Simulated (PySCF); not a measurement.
## Computed properties of CH7NSi3, SMILES [SiH3][Si@@H]1[SiH2]C=N1

CH7NSi3, SMILES [SiH3][Si@H]1N=C[SiH2]1. The structure is a stationary point at B3LYP-D3(BJ)/def2-SVP. The structure was generated by enumeration; whether it is a known compound was not checked. The values are those of a single conformer. All values are computed for the isolated molecule unless a solvent is named; none is compared with measurement here.

**Structure.** All 30 harmonic modes at B3LYP-D3(BJ)/def2-SVP (PySCF) are real, so it is a minimum. With heavy atoms numbered as in [SiH3:1][Si@H:2]1[N:3]=[CH:4][SiH2:5]1, the shortest bond between them is N3–C4 at 1.289 Å and the longest Si2–Si5 at 2.359 Å.

**Vibrations.** The strongest infrared lines (harmonic, unscaled, degenerate partners summed) lie at 874 cm⁻¹ (272 km/mol, H 86 %, Si 9 %), 2204 cm⁻¹ (162 km/mol, H 96 %), 780 cm⁻¹ (141 km/mol, H 57 %, Si 23 %, C 16 %). The softest mode is at 81 cm⁻¹ and the zero-point energy is 44.5 kcal/mol.

**Electronic structure.** CAM-B3LYP/def2-TZVP (PySCF) places the frontier levels at -8.12 and -0.04 eV, a gap of 8.08 eV, and gives a dipole moment of 1.71 D and a mean polarisability of 101.9 bohr³. PBE/def2-TZVP (PySCF) at the same geometry gives -5.50 and -2.37 eV, so its gap is 4.95 eV narrower. An orbital gap is neither the optical nor the fundamental gap.

**Excitations.** TDA-CAM-B3LYP/def2-SVPD (PySCF) has S1 at 3.70 eV (335 nm, f = 0.000, dark); the most intense of the 10 singlets computed lies at 6.59 eV (f = 0.22). T1 (TDA) is at 2.94 eV, 0.76 eV under S1. TDA-PBE/def2-SVPD (PySCF) puts S1 at 3.48 eV. No vertical singlet excitation falls in the visible range (under 3.1 eV).

**NMR.** GIAO shifts at PBE0/pcSseg-1 (PySCF) (non-relativistic, atoms alike by connectivity averaged): ¹³C at 221.0 ppm against TMS; ¹H from 4.0 to 10.4 ppm against TMS; ²⁹Si from -101.0 to -2.6 ppm against TMS.

**Solvation.** SMD-B3LYP/def2-SVP (PySCF) gives 1.5 kcal/mol in water, -2.1 kcal/mol in diethylether, -2.0 kcal/mol in chloroform (1 M in both phases, gas-phase geometry).
